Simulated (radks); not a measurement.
The numbers below are computed, except where a source is named.
He+, configuration 1s1.

Level of theory: scalar-relativistic Kohn-Sham, PBE, spin-polarised, spherical densities, point nucleus; open shells are filled with parallel spins first (a radial shooting solver on a logarithmic mesh with Libxc functionals).

Energy parts (hartree):
part                    energy
total                 -1.99388
kinetic                1.98819
electron-nucleus      -3.98760
Hartree                0.61904
exchange-correlation  -0.61351

Orbitals (lengths in bohr, moments of r in powers of bohr; <r^-3> diverges for s and p1/2; r(max) is where P^2 peaks):
orbital,occ.,eigenvalue (hartree),<r^2>,<r>,r(max),<r^-3>
1s up,1,-1.54496,0.7793,0.7605,0.4957,-

The highest occupied level is 1s up at -42.041 eV. For comparison, the ionisation energy in NIST's Atomic Spectra Database is 54.418 eV (theoretical). In exact Kohn-Sham theory the highest level is minus the ionisation energy, but local and semilocal functionals leave it too shallow, through self-interaction and a potential that decays too fast; potentials with the right tail come closer. Summed over all electrons, <r^2> = 0.7793 bohr^2, which gives a Langevin (diamagnetic) susceptibility term of -0.617 x 10^-6 cm^3/mol.
